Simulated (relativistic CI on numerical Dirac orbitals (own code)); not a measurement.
## Calculated levels, Pr¹⁴⁺

Calculated at this level of theory: Dirac-Coulomb-Breit CI, separate exchange-only KLI orbitals for each configuration, model QED (radiative potential, 1s self-energy scaled to tabulated hydrogen-like ionisation energies), unscaled Slater integrals (own radial code, finite nucleus).

Configuration list (outside the closed core [Ar] 3d10): 4s2.4p6.4d9, 4s2.4p5.4d10, 4s2.4p6.4d8.4f, 4s.4p6.4d10, 4s2.4p6.4d8.5s, 4s2.4p5.4d9.4f, 4s2.4p6.4d8.5p, 4s2.4p6.4d7.4f.5s, 4s.4p6.4d9.4f, 4s2.4p6.4d8.5d, 4s2.4p6.4d7.5s.5p, 4s2.4p6.4d8.6s, 4s2.4p5.4d9.5s, 4s2.4p6.4d8.5f, 4s2.4p6.4d7.5s2, 4s2.4p6.4d6.4f.5s2, 4s2.4p5.4d7.4f.5s2, 4s2.4p6.4d6.5s2.5p. Double excitations out of closed p, d and f shells are left out; levels of such configurations are missing from the list, as are those of other unlisted configurations, and high levels can miss mixing partners.

The lowest level is 4s2.4p6.4d9 2D_5/2, with 100 % of that term; Hund's rules for 4s2.4p6.4d9 give 2D with J = 5/2, in agreement.

```tsv
No.	Configuration	Term	J	E (eV)	%	Lifetime (s)
1	4s2.4p6.4d9	2D	5/2	0.000	100	
2	4s2.4p6.4d9	2D	3/2	3.979	100	1.87e-03
3	4s2.4p5.4d10	2P°	3/2	104.386	74	1.87e-10
4	4d8(3F).4f	4F°	7/2	113.745	69	4.28e-09
5	4d8(3F).4f	4F°	5/2	113.834	50	6.18e-08
6	4d8(3F).4f	4F°	9/2	114.316	88	1.51e-04
7	4d8(3F).4f	4D°	3/2	114.783	40	1.44e-08
8	4d8(1G).4f	2P°	1/2	114.967	63	3.52e-10
9	4d8(3F).4f	4D°	5/2	115.416	35	8.61e-10
10	4d8(3F).4f	4D°	7/2	115.937	69	1.75e-08
11	4d8(3F).4f	4I°	15/2	116.013	94	
12	4d8(3P).4f	4F°	3/2	116.371	63	1.23e-09
13	4d8(3F).4f	4H°	13/2	116.399	45	1.97e+00
14	4d8(3F).4f	4H°	11/2	116.945	50	9.16e-02
15	4d8(3F).4f	4H°	13/2	117.239	42	1.24e-01
16	4d8(3F).4f	4D°	1/2	117.370	65	4.25e-10
17	4d8(3F).4f	4H°	9/2	117.734	34	4.59e-04
18	4d8(1G).4f	2D°	3/2	117.867	41	6.57e-10
19	4d8(1D).4f	2F°	5/2	118.199	43	2.45e-09
20	4d8(3F).4f	4I°	11/2	118.367	41	7.53e-03
21	4d8(3F).4f	4P°	5/2	118.879	32	3.52e-09
22	4d8(3F).4f	4P°	1/2	119.143	72	9.31e-09
23	4d8(3F).4f	4I°	9/2	119.147	40	1.66e-02
24	4d8(1D).4f	2G°	7/2	119.170	46	2.54e-09
25	4d8(3F).4f	4D°	3/2	119.314	41	3.31e-09
26	4d8(3F).4f	4G°	7/2	119.500	67	7.58e-10
27	4d8(3F).4f	2P°	3/2	119.577	71	1.80e-09
28	4d8(3F).4f	2S°	1/2	119.644	55	7.70e-10
29	4d8(1D).4f	2G°	9/2	119.782	38	1.62e-03
30	4d8(3F).4f	4I°	11/2	120.102	41	2.72e-03
31	4d8(3F).5s	4F	9/2	120.133	96	5.53e-06
32	4d8(1D).4f	2F°	7/2	120.290	43	9.81e-10
33	4d8(3F).4f	2I°	13/2	120.544	42	1.49e-03
34	4d8(3F).4f	2G°	9/2	120.675	48	6.56e-04
35	4d8(1G).4f	2D°	5/2	120.797	57	8.50e-10
36	4d8(3F).4f	4H°	9/2	121.144	33	6.80e-04
37	4d8(3F).4f	4G°	5/2	121.179	42	2.90e-10
38	4d8(3F).5s	2F	7/2	121.206	48	1.48e-07
39	4d8(1D).4f	2H°	11/2	121.262	43	5.95e-03
40	4d8(3F).4f	4S°	3/2	121.300	54	3.55e-09
41	4d8(3P).4f	4F°	7/2	122.104	61	1.74e-09
42	4d8(1G).4f	2K°	13/2	122.250	83	3.95e-03
43	4d8(3F).4f	4F°	5/2	122.254	37	7.77e-10
44	4d8(3F).4f	4F°	3/2	122.352	54	1.15e-09
45	4d8(1G).4f	2K°	15/2	122.539	94	3.40e-03
46	4d8(3F).4f	2H°	11/2	122.781	79	1.21e-03
47	4d8(1D).5s	2D	5/2	122.887	42	4.10e-07
48	4d8(1G).4f	2F°	7/2	123.048	68	2.02e-09
49	4d8(3P).4f	4D°	1/2	123.067	48	2.45e-09
50	4d8(1D).5s	2D	3/2	123.121	48	2.32e-07
51	4d8(3F).4f	2H°	9/2	123.283	43	1.29e-03
52	4s2.4p6.4d8.4f	2G°	9/2	123.619	35	1.14e-03
53	4d8(3P).4f	2F°	5/2	123.942	51	1.41e-08
54	4d8(3F).4f	2G°	7/2	123.954	44	5.02e-09
55	4d8(3F).5s	4F	7/2	124.290	52	1.47e-07
56	4d8(3F).5s	4F	5/2	124.327	62	2.70e-07
57	4d8(3P).4f	4G°	11/2	124.340	47	1.21e-03
58	4d8(3P).4f	4D°	3/2	124.376	65	2.00e-09
59	4d8(1D).4f	2G°	7/2	124.877	64	1.74e-08
60	4d8(3F).4f	2P°	1/2	125.057	35	1.33e-10
61	4d8(1G).4f	2F°	5/2	125.279	49	1.40e-09
62	4d8(3P).4f	4D°	7/2	125.864	51	1.90e-09
63	4d8(3P).4f	4D°	5/2	125.917	50	1.57e-09
64	4s2.4p6.4d8.4f	2G°	7/2	126.095	28	2.97e-09
65	4d8(3P).5s	4P	3/2	126.388	42	3.13e-07
66	4d8(3F).5s	2F	5/2	126.439	44	1.48e-07
67	4d8(1G).4f	2H°	11/2	126.457	51	1.05e-03
68	4d8(3P).5s	4P	1/2	126.474	83	6.58e-07
69	4d8(3P).4f	2G°	9/2	126.481	38	6.47e-04
70	4d8(1D).4f	2D°	3/2	126.510	56	3.61e-10
```

Energies count from the lowest computed level; ° marks odd parity; lifetimes are radiative, by E1, M1, E2, M2, E3 decay to levels of this space only; some are left blank where a channel outside the calculation adds to the decay or the decay crosses a small, uncertain gap. Percentages are summed over parent terms; the parents shown are those of the largest component, closed shells are left out there.

The mean weight of the leading LS term, summed over parents, in these 70 levels is 55 %, and that of the leading jj configuration (from the same eigenvectors) 58 %.

At this charge energies of transitions that change n are usually good to better than 1 %, and those within a shell (Δn = 0) to a few per cent. Levels and lines within the n = 5 or 6 shells can be off by up to 10 % or somewhat more, and those that change n by about 2 %, since core polarisation is missing.

LS names give the leading component of a level, which can be under half, so a name can repeat, a term be missing and a line seem to break the LS rules.
